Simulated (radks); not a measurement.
Polarisability of the zinc ion Zn+, [Ar] 3d10 4s1, at imaginary frequency. Method: non-relativistic Kohn-Sham, LB94 model potential, spin-polarised, spherical densities, point nucleus; open shells are filled with parallel spins first; computed with a radial shooting solver on a logarithmic mesh with Libxc functionals. Response by self-consistent Sternheimer equations with the Hartree and adiabatic LDA kernel.

w (hartree),alpha1(iw) (bohr^3),alpha2(iw) (bohr^5)
0.00266,14.34,54.06
0.0143,14.31,54.02
0.0360,14.13,53.78
0.0697,13.58,53.03
0.118,12.38,51.21
0.186,10.43,47.59
0.280,8.044,41.50
0.413,5.779,33.02
0.605,3.984,23.49
0.892,2.682,14.88
1.35,1.755,8.459
2.12,1.079,4.316
3.59,0.5807,1.909
6.94,0.2381,0.6517
17.5,0.05485,0.1250

Static values: alpha1 = 14.34 bohr^3 (2.126 angstrom^3; uncoupled 20.09), alpha2 = 54.06 bohr^5, alpha3 = 436.6 bohr^7. C6 = 55.22, C8 = 1257, triple-dipole C9 = 535.0 atomic units. One-pole (London) frequency 4 C6 / (3 alpha1^2) = 0.358 hartree, against 0.721 for minus the highest occupied eigenvalue.
